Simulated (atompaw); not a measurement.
platinum PAW (atompaw): all-electron and pseudo phase curves

```json
{
 "Element": "Pt",
 "Generator": "atompaw 4.2.0.5",
 "Type": "PAW",
 "Functional": "LDA (PW92)",
 "Relativity": "scalar-relativistic",
 "Frozen core": "[Kr] 4d10 4f14",
 "Valence charge": "18",
 "Reference configuration": "5s2 5p6 5d9 6s0.5 6p0 (charge +0.5)",
 "Partial waves": "5s (bound); 6s (bound); 5p (bound); 6p (bound, empty); 5d (bound); 5d channel at 0.95 Ry; 5f channel at 0.4 Ry",
 "Local potential": "bessel scheme, radius 1.45 bohr",
 "Core correction": "smooth core density matched at 1.65 bohr",
 "Augmentation charge": "besselshape compensation charge, radius 2.20 bohr; PAW radius 2.20 bohr; waves and projectors: bloechl"
}
```

The phase is arctan(r·u′/u) with u = r·R(r), unwrapped; energies in Ry, scanned from -10 to 5 Ry. A pole is an energy at which the radial function vanishes at the test radius. The pseudo phase is shifted by a multiple of π to meet the all-electron one at the reference energy, and phase errors are pseudo minus all-electron; the curves can meet again beyond the range given. Levels narrower than the energy grid can be missing from the lists of poles.

```csv
channel,radius (bohr),reference energy (Ry),"poles, all-electron","poles, pseudo",unbroken range about the reference energy with phases within 0.05 rad,phase error 1 Ry above the reference energy (rad)
s,2.21,-0.70,"-7.76, 3.40","-7.76, 3.20",the whole range,-0.003
p,2.21,-0.28,-4.27,-4.27,the whole range,-0.001
d,2.21,-0.76,0.08,0.08,the whole range,-0.000
f,2.21,0.40,"-5.46, 4.76",4.89,above -5.4,+0.001
```

Phases in the p channel:

```json
{"E (Ry)": "-10.00", "all-electron": "1.415", "pseudo": "1.415"}
{"E (Ry)": "-9.52", "all-electron": "1.410", "pseudo": "1.410"}
{"E (Ry)": "-9.04", "all-electron": "1.405", "pseudo": "1.405"}
{"E (Ry)": "-8.56", "all-electron": "1.399", "pseudo": "1.399"}
{"E (Ry)": "-8.08", "all-electron": "1.392", "pseudo": "1.392"}
{"E (Ry)": "-7.60", "all-electron": "1.384", "pseudo": "1.384"}
{"E (Ry)": "-7.12", "all-electron": "1.374", "pseudo": "1.374"}
{"E (Ry)": "-6.64", "all-electron": "1.361", "pseudo": "1.361"}
{"E (Ry)": "-6.16", "all-electron": "1.345", "pseudo": "1.345"}
{"E (Ry)": "-5.68", "all-electron": "1.319", "pseudo": "1.318"}
{"E (Ry)": "-5.20", "all-electron": "1.264", "pseudo": "1.264"}
{"E (Ry)": "-4.72", "all-electron": "0.943", "pseudo": "0.943"}
{"E (Ry)": "-4.24", "all-electron": "-1.593", "pseudo": "-1.593"}
{"E (Ry)": "-3.76", "all-electron": "-1.726", "pseudo": "-1.726"}
{"E (Ry)": "-3.28", "all-electron": "-1.773", "pseudo": "-1.773"}
{"E (Ry)": "-2.80", "all-electron": "-1.808", "pseudo": "-1.808"}
{"E (Ry)": "-2.32", "all-electron": "-1.842", "pseudo": "-1.842"}
{"E (Ry)": "-1.84", "all-electron": "-1.881", "pseudo": "-1.881"}
{"E (Ry)": "-1.36", "all-electron": "-1.931", "pseudo": "-1.931"}
{"E (Ry)": "-0.88", "all-electron": "-1.999", "pseudo": "-1.999"}
{"E (Ry)": "-0.40", "all-electron": "-2.101", "pseudo": "-2.101"}
{"E (Ry)": "0.08", "all-electron": "-2.273", "pseudo": "-2.273"}
{"E (Ry)": "0.56", "all-electron": "-2.596", "pseudo": "-2.597"}
{"E (Ry)": "1.04", "all-electron": "-3.182", "pseudo": "-3.183"}
{"E (Ry)": "1.52", "all-electron": "-3.806", "pseudo": "-3.809"}
{"E (Ry)": "2.00", "all-electron": "-4.171", "pseudo": "-4.174"}
{"E (Ry)": "2.48", "all-electron": "-4.362", "pseudo": "-4.365"}
{"E (Ry)": "2.96", "all-electron": "-4.473", "pseudo": "-4.476"}
{"E (Ry)": "3.44", "all-electron": "-4.546", "pseudo": "-4.549"}
{"E (Ry)": "3.92", "all-electron": "-4.597", "pseudo": "-4.601"}
{"E (Ry)": "4.40", "all-electron": "-4.636", "pseudo": "-4.640"}
{"E (Ry)": "4.88", "all-electron": "-4.667", "pseudo": "-4.671"}
```
